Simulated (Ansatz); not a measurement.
Reaction (silylene formation by 1,1-elimination): `CO[SiH2][S][GeH3]` → `[SH][GeH3]` + `CO[SiH]`

Computed with Ansatz on PBE0-D4/def2-TZVP structures; ΔE is electronic, products minus reactants. CBS: MP2 limit from def2 TZ/QZ plus the TZ coupled-cluster correction, frozen cores. Functionals use def2-TZVPP. For Ge outer-core shells are correlated without core-valence functions, which leaves a few kJ/mol of doubt a bond. Scalar relativity is left out up to krypton. Each species was taken in one conformer, which may not be the lowest.

```csv
level,ΔE (eV),difference from CCSD(T)/CBS
PBE-D4,2.53,-0.10
ωB97X-V,2.68,0.05
ωB97M-V,2.53,-0.10
MP2/def2-TZVPP,2.76,0.13
SCS-MP2/def2-TZVPP,2.62,-0.01
CCSD/def2-TZVPP,2.50,-0.13
HF/def2-QZVPP,2.46,-0.17
MP2/def2-QZVPP,2.81,0.18
SCS-MP2/def2-QZVPP,2.67,0.04
HF/CBS(def2),2.46,-0.17
CCSD(T)/CBS,2.63,0
```

Largest T1 diagnostic among the species: 0.015.

In def2-TZVPP, CCSD(T) changes the Hartree–Fock value by +0.07 eV (the triples alone add +0.03 eV) and MP2 by +0.29 eV. From PBE to PBE0 (25 % exact exchange), in def2-TZVPP and without D4, ΔE moves by +0.18 eV.
